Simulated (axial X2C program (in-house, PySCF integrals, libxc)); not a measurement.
# Nuclear properties of CoN

Calculated with an axial X2C code built on PySCF integrals: two-component X2C with atomic mean-field Coulomb and Gaunt terms, Gaussian nuclei, basis Co dyall-cv3z, N dyall-av3z with contracted cores.

R = 1.613 Å (near the PBE0 minimum at charge 0 of the determinant lowest at the starting distance; the state shown can have its own minimum elsewhere).

Determinant lowest in the PBE0 search, Ω = 4 (⟨Sz⟩ = 2.00, ⟨Lz⟩ = 2.00 at PBE0), spin on the atoms Co 1.36, N 0.64:

| level | Eeff magnitude (GV/cm) | Ws magnitude Co (kHz) | A∥/gI Co (MHz) | qzz Co (a.u.) | A∥/gI N (MHz) | qzz N (a.u.) | μ (D) |
| --- | --- | --- | --- | --- | --- | --- | --- |
| PBE0 | 0.349 | 0.0114 | 608 | 0.36 | -12.8 | -0.17 | -4.18 |
| HF | 0.265 | 0.00825 | 442 | -0.56 | -19 | -1.18 | -5.08 |
| B3LYP | 0.36 | 0.0134 | 624 | 0.30 | -7.83 | -0.07 | -4.07 |
| BHandHLYP | 0.164 | 0.00587 | 557 | 0.22 | -17.9 | -0.56 | -4.50 |
| r2SCAN | 0.352 | 0.0131 | 654 | 0.38 | 1.25 | 0.09 | -3.71 |

Eeff is the effective electric field on the electron electric dipole moment in this Ω state and Ws the scalar–pseudoscalar constant of the nucleus named (defined with the proton number Z and per Ω); A∥ (defined per Ω) follows by multiplying with gI = μI/(I μN); qzz is the electric field gradient, eQq0 = 234.96 MHz × Q/barn × qzz; μ is positive if the N end (last atom) is positive. The operators were transformed with the bare-nucleus X2C matrices; with these basis sets, hyperfine constants and field gradients can be off by tens of per cent, and where levels differ in sign neither size nor sign is settled.

Question: With gI(59Co) = 1.3220 (g factors from the IAEA table of nuclear moments by Stone), turn the PBE0 values of the first state into constants in MHz.

Answer: A∥(59Co) = 608 × 1.3220 = 804 MHz.

Each state is one determinant with collinear spin, which with several unpaired electrons need not be a pure state. Unrestricted Hartree–Fock can overshoot spin polarisation at the nuclei. With several open shells hyperfine constants can be off by a factor of several. Where Eeff spreads by more than a factor of two the levels disagree and none is to be relied on. Open-shell Ω = 0 determinants with evenly filled partner blocks cannot be reached by this program, so the Ω shown need not be the lowest component. At HF a later determinant lies lower. The search compared states at one distance, so a state with another bond length can lie lower. The sign of Ws at Co differs between levels in the first state. Further determinants of the search, some of them spin-mixed, are not shown. Where a field gradient or hyperfine factor spreads by more than a factor of two over the levels, a constant derived from it is not to be relied on.
